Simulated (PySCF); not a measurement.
These 2 structures share the formula C8H12. Level of theory: PBE0-D3(BJ)/def2-SVP geometry optimisation, gas phase (PySCF 2.14.0). Energies are electronic, without zero-point or thermal terms, for one conformer each. No frequencies were run at this level. Point groups hold within 0.08 Å.

Question: Order them by energy at this level, lowest first, and give relative energies in kJ/mol.
A. `[CH:1]#[C:2][CH2:3][CH:4]1[CH2:5][CH2:6][CH2:7][CH2:8]1` with C2–C3–C4–C5 -63°, C3–C4–C5–C6 148°, C4–C5–C6–C7 -39°, C5–C6–C7–C8 41°, C6–C7–C8–C4 -27°
B. `[CH2:1]=[CH:2]/[CH:3]=[CH:4]/[CH:5]1[CH2:6][CH2:7][CH2:8]1` with C1–C2–C3–C4 180°, C3–C4–C5–C6 130°, C4–C5–C6–C7 142°, C5–C6–C7–C8 -20°, C6–C7–C8–C5 20°, C4–C5–C8–C7 -142°

Answer: A (0.0), B (0.5).

As drawn, the lower has a C≡C bond, which the higher lacks; the higher has a four-membered ring and a C=C bond outside aromatic rings, which the lower lacks. Neighbours under 10 kJ/mol apart (C#CCC1CCCC1 and C=C/C=C/C1CCC1) can change places with a better method, another conformer or zero-point energy.

```csv
SMILES,E (Eh),E rel (kJ/mol),dipole (D),point group,"A, B, C (MHz)"
C#CCC1CCCC1,-311.42251,0.0,0.62,C1,"3348, 1465, 1380"
C=C/C=C/C1CCC1,-311.42231,0.5,0.55,near Cs,"8367, 762.1, 741.9"
```

How do the relative energies change in single points at PBE0/pcSseg-1 (no added dispersion term) on the same geometries?

```
        SMILES  PBE0-D3(BJ)/def2-SVP (kJ/mol)  PBE0/pcSseg-1 (kJ/mol)  shift
   C#CCC1CCCC1                            0.0                     2.5   +2.5
C=C/C=C/C1CCC1                            0.5                     0.0   -0.5
```

Each column counts from its own lowest isomer. C=C/C=C/C1CCC1 becomes the lowest; the largest shift is 2.5 kJ/mol.

As an exercise, what shares would exp(−E/RT) give at 500 K from these electronic energies alone (no entropy, no degeneracies)?

RT = 4.157 kJ/mol: C#CCC1CCCC1 53.2 %, C=C/C=C/C1CCC1 46.8 %.
